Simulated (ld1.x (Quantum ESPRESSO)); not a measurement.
F, TM semilocal: configuration errors across variants

F, norm-conserving Troullier–Martins (semilocal form), made with ld1.x (Quantum ESPRESSO) 7.5 (LDA (PZ), non-relativistic). Core [He], reference 2s2 2p5. Waves: 2s (bound): rc 0.65 bohr; 3d channel at 0.05 Ry: rc 1.45 bohr; 2p (bound): rc 1.85 bohr. Local part: the p channel. Core correction: a·sin(br)/r model core, default radius (core density twice the valence density).

All-electron excitation energies from the reference (eV): (1) 2s2 2p4 19.566; (2) 2s2 2p3 58.089; (3) 2s2 2p2 118.826; (4) 2s2 2p4.5 7.636; (5) 2s1 2p5 38.127; (6) 2s1 2p6 18.302; (7) 2s2 2p5.3 -2.729; (8) 2s2 2p5 spin -0.379; (9) 2s2 2p4 spin 17.734.

Spin tests fill each open shell by Hund’s rule, majority spin first.

In the semilocal form every listed channel keeps its own potential, so the choice of the local channel does not act on these tests. It acts once the file is put into the separable form.

A semilocal file is local in each channel, so a ghost entry of none says nothing of the separable form that plane-wave codes build from it.

The default core radius of the base comes out at 0.28 bohr.

1 further variants failed, have other tests or another functional or relativity, and are left out.

Errors AE − PS in meV (a dash: test not solved or not reliable):

```csv
change,(1),(2),(3),(4),(5),(6),(7),(8),(9),bound ghosts
base,+17,+404,+1964,-2.7,-242,+4.2,-3.1,-12,-65,none
wave 2p (bound): rc 1.85 bohr becomes 2p (bound): rc 2.62 bohr,+226,+1881,+6663,+30,-668,-166,-1.3,-49,-57,none
core correction a·sin(br)/r model core inside 0.76 bohr,+17,+408,+1981,-2.7,-237,+7.1,-3.1,-2.9,-19,none
wave 3d channel at 0.05 Ry: rc 1.45 bohr becomes 3d channel at 0.05 Ry: rc 1.98 bohr,+17,+404,+1964,-2.7,-242,+4.2,-3.1,-12,-65,none
wave 2s (bound): rc 0.65 bohr becomes 2s (bound): rc 0.74 bohr,+17,+405,+1969,-2.7,-243,+3.6,-3.1,-12,-64,none
wave 3d channel at 0.05 Ry: rc 1.45 bohr becomes 3d channel at 0.35 Ry: rc 1.45 bohr,+17,+404,+1964,-2.7,-242,+4.2,-3.1,-12,-65,none
local potential the d channel,+17,+404,+1964,-2.7,-242,+4.2,-3.1,-12,-65,none
```

Problem. Give the same row for: type PAW, which also changes the form from semilocal to separable; waves now 2s (bound): rcut 0.55, rcutus 0.65 bohr; 2s channel at 1.45 Ry: rcut 0.55, rcutus 0.65 bohr; 2p (bound): rcut 1.60, rcutus 1.85 bohr; 2p channel at 2.8 Ry: rcut 1.60, rcutus 1.85 bohr; 3d channel at 0.05 Ry: rcut 1.25, rcutus 1.45 bohr; 3d channel at 2.7 Ry: rcut 1.25, rcutus 1.45 bohr; local potential all-electron potential smoothed inside 1.05 bohr (lloc = -1); augmentation BESSEL, radius 0.50 bohr.

Solution. +11, +73, +298, +2.1, +68, +92, +0.7, +9.6, +71; bound ghosts: none.
